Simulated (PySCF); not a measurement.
HSi, SMILES [SiH] (connectivity only; charge and spin as stated), charge +1, multiplicity 1. Geometry: r2SCAN-D4/def2-TZVPD.

TDA-B3LYP/def2-TZVPD in PySCF puts the lowest singlet excitations at 3.41, 3.41, 9.76, 9.85, 9.85, 10.68 eV and the lowest triplet (TDA) at 2.05 eV.

What are the lowest singlet roots from EOM-CCSD/aug-cc-pVDZ run with PySCF 2.14.0? (The exact figures need the calculation; the answer reports its results.)

3.46, 3.46, 7.99, 7.99, 8.90, 10.03 eV; triplets 0.00, 0.00, 2.22 eV. S1 differs by 0.05 eV (second minus first; roots are paired by order, and the bases may differ).
